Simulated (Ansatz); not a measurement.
Ansatz results at the PBE0-D4/def2-TZVP geometry: HOMO–LUMO gap (ωB97M-V/def2-TZVPP) 11.03 eV; LUMO energy (PBE/def2-TZVPP) -1.63 eV; HOMO energy (ωB97M-V/def2-TZVPP) -10.02 eV.

Each molecule was computed in one conformer, which needn't be the lowest.

Task: Which molecule gave them?
A. `O[SiH2][O][GeH3]`
B. `O[SiH2]O[SiH2]Cl`
C. `O[SiH](O)[SiH2]Cl`
D. `C[SiH2]N[SiH2]O`

Result: C. The others give `C[SiH2]N[SiH2]O`: 11.74, -0.46, -9.92; `O[SiH2]O[SiH2]Cl`: 13.00, -0.64, -11.05; `O[SiH2][O][GeH3]`: 12.63, -0.81, -10.83.
